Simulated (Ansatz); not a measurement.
A short molecular-dynamics run on `CC(C)N(C)[SiH3]`.

```yaml
crystal:
  periodic: [false, false, false]
  atoms:
    - {symbol: C, position_ang: [-0.962543, -1.622024, -0.582108]}
    - {symbol: C, position_ang: [-0.155562, -0.338235, -0.722666]}
    - {symbol: C, position_ang: [1.290756, -0.635096, -1.105213]}
    - {symbol: N, position_ang: [-0.270782, 0.508802, 0.461035]}
    - {symbol: C, position_ang: [0.247591, -0.021851, 1.701584]}
    - {symbol: Si, position_ang: [-0.488317, 2.201424, 0.278198]}
    - {symbol: H, position_ang: [-0.970657, -2.169142, -1.527590]}
    - {symbol: H, position_ang: [-0.534929, -2.286418, 0.173007]}
    - {symbol: H, position_ang: [-1.993768, -1.400245, -0.300998]}
    - {symbol: H, position_ang: [-0.602908, 0.234678, -1.544168]}
    - {symbol: H, position_ang: [1.784731, -1.246156, -0.345217]}
    - {symbol: H, position_ang: [1.862232, 0.288430, -1.223500]}
    - {symbol: H, position_ang: [1.334114, -1.186596, -2.047477]}
    - {symbol: H, position_ang: [0.022217, 0.668989, 2.517236]}
    - {symbol: H, position_ang: [1.335652, -0.173664, 1.692791]}
    - {symbol: H, position_ang: [-0.221556, -0.978217, 1.954063]}
    - {symbol: H, position_ang: [-1.440461, 2.428163, -0.841920]}
    - {symbol: H, position_ang: [0.750080, 2.983111, -0.036030]}
    - {symbol: H, position_ang: [-1.027688, 2.739649, 1.555676]}
basis:
  gaussian: {orbitals: "6-31G*"}
hamiltonian: {xc: {name: revPBE}, dispersion: d4}
md: {timestep: 1 fs, n_steps: 20, ensemble: nve, temperature: 300, initial_velocities: maxwell_boltzmann, seed: 423}
```

```sh
$ ansatz run in.yaml --threads 4 --pin off --events-out ev --progress --plain --max-ram 11315MiB
```

```
step  time (fs)  potential energy (eV)  kinetic (eV)  T (K)  conserved (eV)
   0        0.0            -13725.0793        0.6592    300     -13724.4201
   1        1.0            -13725.0133        0.5980    272     -13724.4153
   2        2.0            -13724.8949        0.4879    222     -13724.4070
   3        3.0            -13724.8420        0.4345    198     -13724.4075
   4        4.0            -13724.8529        0.4400    200     -13724.4129
   5        5.0            -13724.8493        0.4350    198     -13724.4143
   6        6.0            -13724.8025        0.3902    178     -13724.4123
   7        7.0            -13724.7404        0.3311    151     -13724.4093
   8        8.0            -13724.7114        0.3049    139     -13724.4065
   9        9.0            -13724.7571        0.3497    159     -13724.4074
  10       10.0            -13724.8598        0.4459    203     -13724.4140
  11       11.0            -13724.9244        0.5052    230     -13724.4192
  12       12.0            -13724.8795        0.4643    211     -13724.4151
  13       13.0            -13724.7865        0.3795    173     -13724.4070
  14       14.0            -13724.7598        0.3525    160     -13724.4072
  15       15.0            -13724.7998        0.3869    176     -13724.4128
  16       16.0            -13724.8258        0.4110    187     -13724.4148
  17       17.0            -13724.8004        0.3870    176     -13724.4134
  18       18.0            -13724.7416        0.3308    151     -13724.4108
  19       19.0            -13724.6923        0.2846    129     -13724.4077
  20       20.0            -13724.6987        0.2912    133     -13724.4075
```

Velocities are drawn at the set temperature; a run this short doesn't reach equilibrium.

Frames (Å, forces in eV/Å):

```xyz
19
time=0.0 fs
C    -0.963   -1.622   -0.582   -0.072   -0.104    0.029
C    -0.156   -0.338   -0.723   -0.023    0.001   -0.171
C     1.291   -0.635   -1.105    0.114   -0.005   -0.026
N    -0.271    0.509    0.461   -0.250   -0.160    0.085
C     0.248   -0.022    1.702    0.076   -0.057    0.157
Si   -0.488    2.201    0.278    0.018    0.373   -0.058
H    -0.971   -2.169   -1.528   -0.003   -0.196   -0.327
H    -0.535   -2.286    0.173    0.135   -0.233    0.252
H    -1.994   -1.400   -0.301   -0.356    0.075    0.105
H    -0.603    0.235   -1.544   -0.142    0.173   -0.271
H     1.785   -1.246   -0.345    0.172   -0.203    0.253
H     1.862    0.288   -1.224    0.198    0.315   -0.035
H     1.334   -1.187   -2.047    0.027   -0.197   -0.331
H     0.022    0.669    2.517   -0.075    0.227    0.282
H     1.336   -0.174    1.693    0.385   -0.062    0.010
H    -0.222   -0.978    1.954   -0.152   -0.338    0.084
H    -1.440    2.428   -0.842   -0.165    0.057   -0.196
H     0.750    2.983   -0.036    0.209    0.221   -0.064
H    -1.028    2.740    1.556   -0.096    0.112    0.222
19
time=2.0 fs
C    -0.967   -1.607   -0.582   -0.339   -0.989   -0.665
C    -0.160   -0.335   -0.727    0.550   -0.410    0.527
C     1.288   -0.627   -1.109   -0.826   -1.145    0.904
N    -0.261    0.505    0.464   -0.094   -0.043    0.360
C     0.255   -0.020    1.726    0.727   -0.119   -0.350
Si   -0.491    2.190    0.271    0.353    0.985    0.069
H    -0.950   -2.151   -1.581   -0.056    0.240    0.954
H    -0.563   -2.277    0.208   -0.076    0.058   -0.309
H    -2.017   -1.370   -0.333    0.045   -0.057   -0.011
H    -0.603    0.212   -1.538   -0.468    0.709   -0.790
H     1.789   -1.214   -0.344    0.196   -0.375    0.464
H     1.846    0.241   -1.234    1.177    2.180   -0.250
H     1.362   -1.182   -2.014   -0.067   -0.791   -1.223
H     0.006    0.705    2.532    0.268   -0.395   -0.121
H     1.372   -0.242    1.689   -0.717    0.483    0.221
H    -0.215   -0.989    1.928   -0.262   -0.187    0.360
H    -1.444    2.413   -0.849   -0.147    0.026   -0.213
H     0.753    3.033   -0.019   -0.170   -0.138   -0.043
H    -1.032    2.763    1.544   -0.095   -0.029    0.116
19
time=4.0 fs
C    -0.973   -1.596   -0.585   -0.646   -1.169   -0.692
C    -0.163   -0.332   -0.730    0.444   -0.076    0.193
C     1.283   -0.622   -1.110    0.384   -0.636    0.309
N    -0.252    0.500    0.468    0.028    0.077    0.541
C     0.265   -0.019    1.750    0.525   -0.650   -0.850
Si   -0.494    2.180    0.264    0.418    1.520    0.152
H    -0.932   -2.125   -1.600   -0.127    0.178    1.238
H    -0.594   -2.266    0.231   -0.155    0.195   -0.605
H    -2.038   -1.342   -0.364    0.404   -0.174   -0.066
H    -0.619    0.214   -1.559   -0.171    0.462   -0.226
H     1.800   -1.196   -0.327   -0.037   -0.151    0.162
H     1.869    0.269   -1.254    0.318    0.977   -0.078
H     1.386   -1.204   -2.024   -0.200   -0.349   -0.487
H     0.000    0.726    2.544    0.436   -0.691   -0.249
H     1.384   -0.292    1.694   -0.988    0.813    0.349
H    -0.218   -1.006    1.915   -0.140    0.307    0.501
H    -1.452    2.398   -0.864   -0.024   -0.023   -0.093
H     0.749    3.078   -0.004   -0.410   -0.418   -0.054
H    -1.040    2.785    1.537   -0.061   -0.191   -0.045
19
time=6.0 fs
C    -0.980   -1.587   -0.589   -0.718   -0.558   -0.222
C    -0.164   -0.330   -0.732    0.082    0.463   -0.390
C     1.279   -0.619   -1.111    1.920    0.165   -0.693
N    -0.243    0.496    0.473    0.097    0.183    0.585
C     0.276   -0.020    1.770   -0.349   -1.118   -1.429
Si   -0.496    2.172    0.258    0.253    1.780    0.194
H    -0.918   -2.094   -1.575   -0.141   -0.371    0.395
H    -0.630   -2.248    0.233   -0.025    0.020   -0.384
H    -2.046   -1.321   -0.399    0.325   -0.171   -0.007
H    -0.641    0.234   -1.588    0.329   -0.055    0.633
H     1.809   -1.183   -0.303   -0.278    0.144   -0.264
H     1.904    0.332   -1.276   -0.881   -0.911    0.206
H     1.403   -1.239   -2.051   -0.327    0.430    0.648
H     0.010    0.723    2.546    0.354   -0.441    0.042
H     1.360   -0.312    1.712   -0.269    0.753    0.322
H    -0.226   -1.012    1.921   -0.034    0.582    0.548
H    -1.462    2.383   -0.882    0.119   -0.066    0.067
H     0.731    3.107    0.009   -0.417   -0.521   -0.105
H    -1.050    2.800    1.528   -0.042   -0.306   -0.146
19
time=8.0 fs
C    -0.990   -1.581   -0.594   -0.494    0.369    0.377
C    -0.166   -0.326   -0.736    0.044    0.564   -0.400
C     1.281   -0.616   -1.113    2.075    0.408   -0.945
N    -0.234    0.493    0.480    0.120    0.255    0.546
C     0.286   -0.025    1.786   -1.509   -1.012   -1.871
Si   -0.498    2.166    0.251   -0.038    1.681    0.252
H    -0.909   -2.077   -1.536   -0.077   -1.048   -0.926
H    -0.666   -2.230    0.221    0.195   -0.307    0.166
H    -2.041   -1.305   -0.433   -0.151   -0.060    0.104
H    -0.652    0.252   -1.594    0.508   -0.244    0.883
H     1.809   -1.165   -0.289   -0.286    0.204   -0.381
H     1.908    0.365   -1.291   -1.134   -1.464    0.277
H     1.408   -1.259   -2.055   -0.321    0.684    0.945
H     0.033    0.703    2.551    0.121    0.112    0.465
H     1.327   -0.303    1.742    1.061    0.332    0.164
H    -0.236   -0.997    1.947   -0.056    0.365    0.502
H    -1.467    2.365   -0.898    0.199   -0.086    0.162
H     0.697    3.117    0.018   -0.191   -0.423   -0.186
H    -1.062    2.803    1.514   -0.064   -0.329   -0.134
19
time=10.0 fs
C    -1.002   -1.574   -0.598   -0.085    0.326   -0.061
C    -0.167   -0.321   -0.740    0.425    0.101    0.221
C     1.289   -0.611   -1.119    0.892    0.240   -0.373
N    -0.224    0.490    0.488    0.105    0.269    0.508
C     0.292   -0.033    1.797   -1.538   -0.360   -1.755
Si   -0.499    2.163    0.245   -0.367    1.263    0.367
H    -0.904   -2.098   -1.528   -0.098   -0.871   -0.829
H    -0.696   -2.222    0.215    0.261   -0.358    0.440
H    -2.043   -1.292   -0.463   -0.531    0.018    0.165
H    -0.644    0.262   -1.568    0.264    0.015    0.394
H     1.798   -1.140   -0.288   -0.043   -0.001   -0.099
H     1.870    0.344   -1.296   -0.493   -0.646    0.101
H     1.401   -1.254   -2.026   -0.172    0.261    0.276
H     0.061    0.687    2.573   -0.024    0.361    0.418
H     1.333   -0.282    1.778    1.271    0.034    0.016
H    -0.248   -0.968    1.993   -0.131   -0.164    0.371
H    -1.464    2.344   -0.908    0.176   -0.081    0.138
H     0.656    3.111    0.020    0.211   -0.150   -0.278
H    -1.076    2.794    1.494   -0.123   -0.256   -0.019
19
time=12.0 fs
C    -1.013   -1.565   -0.602    0.090   -0.675   -0.896
C    -0.166   -0.315   -0.744    0.964   -0.661    1.126
C     1.301   -0.606   -1.125   -1.066   -0.696    0.823
N    -0.214    0.488    0.498    0.063    0.196    0.473
C     0.292   -0.041    1.801   -0.210    0.324   -0.944
Si   -0.502    2.162    0.239   -0.590    0.735    0.526
H    -0.902   -2.151   -1.549   -0.232    0.061    0.390
H    -0.716   -2.228    0.224    0.093    0.043    0.123
H    -2.063   -1.279   -0.487   -0.296   -0.069    0.131
H    -0.627    0.273   -1.529   -0.210    0.522   -0.478
H     1.786   -1.116   -0.291    0.259   -0.250    0.286
H     1.816    0.302   -1.297    0.827    1.390   -0.312
H     1.388   -1.240   -1.987    0.026   -0.560   -0.882
H     0.089    0.683    2.608   -0.026    0.130   -0.196
H     1.382   -0.259    1.815   -0.131    0.004   -0.113
H    -0.265   -0.946    2.053   -0.041   -0.461    0.136
H    -1.456    2.320   -0.913    0.065   -0.058    0.014
H     0.623    3.099    0.011    0.596    0.152   -0.338
H    -1.095    2.775    1.475   -0.181   -0.125    0.130
19
time=14.0 fs
C    -1.025   -1.559   -0.609   -0.098   -1.315   -0.974
C    -0.163   -0.311   -0.745    0.967   -0.864    1.303
C     1.309   -0.603   -1.129   -1.634   -0.917    1.070
N    -0.204    0.486    0.509   -0.007    0.062    0.363
C     0.292   -0.049    1.803    0.607    0.570    0.058
Si   -0.505    2.161    0.235   -0.525    0.399    0.665
H    -0.910   -2.202   -1.558   -0.275    0.703    0.984
H    -0.733   -2.231    0.237   -0.093    0.459   -0.274
H    -2.093   -1.269   -0.507    0.276   -0.210    0.075
H    -0.616    0.303   -1.505   -0.286    0.506   -0.674
H     1.783   -1.100   -0.284    0.365   -0.252    0.287
H     1.790    0.309   -1.310    1.128    1.722   -0.420
H     1.375   -1.247   -1.980    0.123   -0.654   -1.023
H     0.115    0.685    2.637   -0.055   -0.097   -0.724
H     1.428   -0.236    1.847   -1.193   -0.108   -0.265
H    -0.283   -0.939    2.117    0.289   -0.227   -0.233
H    -1.444    2.293   -0.918   -0.071   -0.024   -0.131
H     0.613    3.093   -0.010    0.668    0.244   -0.304
H    -1.121    2.752    1.460   -0.186    0.004    0.217
19
time=16.0 fs
C    -1.037   -1.557   -0.619   -0.223   -1.056   -0.467
C    -0.156   -0.310   -0.741    0.347   -0.269    0.597
C     1.312   -0.602   -1.130   -0.491    0.184   -0.007
N    -0.194    0.485    0.521   -0.126   -0.046    0.093
C     0.294   -0.055    1.805    0.518    0.460    0.639
Si   -0.508    2.161    0.231   -0.206    0.349    0.714
H    -0.927   -2.228   -1.531   -0.166    0.669    0.584
H    -0.753   -2.218    0.241   -0.125    0.503   -0.265
H    -2.114   -1.266   -0.523    0.532   -0.208    0.057
H    -0.616    0.350   -1.506    0.145   -0.228   -0.017
H     1.793   -1.093   -0.267    0.235   -0.018   -0.144
H     1.804    0.375   -1.337    0.100   -0.472    0.007
H     1.366   -1.275   -2.008    0.135    0.184    0.062
H     0.139    0.683    2.639   -0.180   -0.005   -0.719
H     1.431   -0.218    1.869   -1.131   -0.319   -0.382
H    -0.290   -0.941    2.173    0.537    0.106   -0.579
H    -1.436    2.266   -0.927   -0.147    0.017   -0.187
H     0.627    3.095   -0.043    0.349    0.060   -0.161
H    -1.154    2.728    1.453   -0.104    0.089    0.175
19
time=18.0 fs
C    -1.049   -1.558   -0.631   -0.023    0.059    0.419
C    -0.149   -0.310   -0.736   -0.191    0.230    0.031
C     1.313   -0.601   -1.130    0.322    0.619   -0.678
N    -0.184    0.484    0.534   -0.296   -0.077   -0.329
C     0.297   -0.060    1.809   -0.240    0.373    0.532
Si   -0.512    2.162    0.228    0.093    0.383    0.658
H    -0.951   -2.229   -1.483    0.068   -0.059   -0.607
H    -0.777   -2.187    0.236   -0.006    0.173    0.156
H    -2.116   -1.271   -0.537    0.223   -0.016    0.076
H    -0.610    0.389   -1.507    0.445   -0.801    0.466
H     1.812   -1.087   -0.256    0.055    0.177   -0.542
H     1.823    0.426   -1.365   -0.510   -1.743    0.314
H     1.363   -1.297   -2.035    0.130    0.772    0.846
H     0.156    0.682    2.615   -0.330    0.357   -0.213
H     1.393   -0.211    1.877    0.015   -0.549   -0.402
H    -0.277   -0.940    2.207    0.426    0.116   -0.685
H    -1.432    2.240   -0.943   -0.116    0.057   -0.102
H     0.654    3.100   -0.082   -0.109   -0.203    0.032
H    -1.190    2.708    1.452    0.043    0.131    0.029
19
time=20.0 fs
C    -1.062   -1.559   -0.641    0.474    0.948    0.941
C    -0.142   -0.309   -0.730   -0.318    0.156    0.019
C     1.316   -0.599   -1.133    0.379    0.457   -0.533
N    -0.175    0.482    0.545   -0.488   -0.043   -0.781
C     0.300   -0.063    1.814   -0.937    0.628    0.078
Si   -0.516    2.163    0.226    0.201    0.306    0.537
H    -0.972   -2.233   -1.458    0.254   -0.633   -1.356
H    -0.802   -2.149    0.237    0.120   -0.212    0.530
H    -2.110   -1.276   -0.548   -0.360    0.247    0.086
H    -0.588    0.399   -1.492    0.337   -0.745    0.341
H     1.834   -1.075   -0.264    0.004    0.146   -0.533
H     1.824    0.413   -1.381   -0.458   -1.486    0.312
H     1.365   -1.292   -2.032    0.106    0.635    0.728
H     0.161    0.694    2.583   -0.345    0.571    0.312
H     1.356   -0.226    1.870    1.315   -0.645   -0.319
H    -0.249   -0.936    2.216   -0.025   -0.225   -0.500
H    -1.433    2.215   -0.963   -0.016    0.089    0.070
H     0.677    3.097   -0.119   -0.434   -0.350    0.193
H    -1.225    2.693    1.453    0.191    0.156   -0.127
```

Hardware: 4 threads of an Arm Neoverse V2 on a shared host. Wall time 40 s, peak host memory 0.19 GiB.
